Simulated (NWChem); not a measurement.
Correlation energy of H4PSi

```
Si
H 1 1.4992
H 1 1.4992 2 108.32
P 1 2.2736 2 108.33 3 117.30
H 4 1.4287 1 96.20 2 73.67
H 4 1.4287 5 94.63 1 -96.77
```
Charge 0, spin multiplicity 2.

All runs are NWChem calculations. The geometry was optimised at UB3LYP/def2-SVP, a minimum by its harmonic frequencies. It is one conformer; others weren't searched.

Basis set: 6-311G**. Each correlation energy counts from its own Hartree-Fock reference.

The correlated methods keep 10 core orbitals frozen. The Pople sets run with spherical d functions. The structure started from a generated list of species. The unpaired electrons of the parent sit in orbitals of symmetry a' (Cs labels of the run); other states weren't searched. The stability of the SCF solutions was not checked. Open-shell Hartree-Fock references start from PBE0 orbitals. Coupled-cluster values serve here as a point of comparison, not as the truth.

**Question.** For the correlation energy, SCS-UMP2 gives -220.7 mHa and CCSD on ROHF gives -253.5 mHa. What do CCSD(T) on UHF, CCSD[T] on ROHF, CCSD on UHF give?

**Answer.** CCSD(T) on UHF: -259.3 mHa; CCSD[T] on ROHF: -261.5 mHa; CCSD on UHF: -251.8 mHa.
